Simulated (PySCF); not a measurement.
CH5BO, SMILES BOC.

Geometry: PBE0-D3(BJ)/def2-TZVP.

The numbers are results of ωB97X/def2-TZVPD (PySCF), not measurements.

Symmetry labels are those of the subgroup Cs that the program uses (full group Cs).

Computed valence orbital energies around the gap with their symmetry:
```tsv
orbital	symmetry	energy (eV)
HOMO−7	A'	-22.69
HOMO−6	A'	-17.89
HOMO−5	A'	-16.00
HOMO−4	A"	-15.78
HOMO−3	A'	-14.66
HOMO−2	A'	-12.72
HOMO−1	A"	-11.84
HOMO	A'	-11.12
LUMO	A'	1.71
LUMO+1	A"	1.73
LUMO+2	A'	2.41
LUMO+3	A'	2.89
```
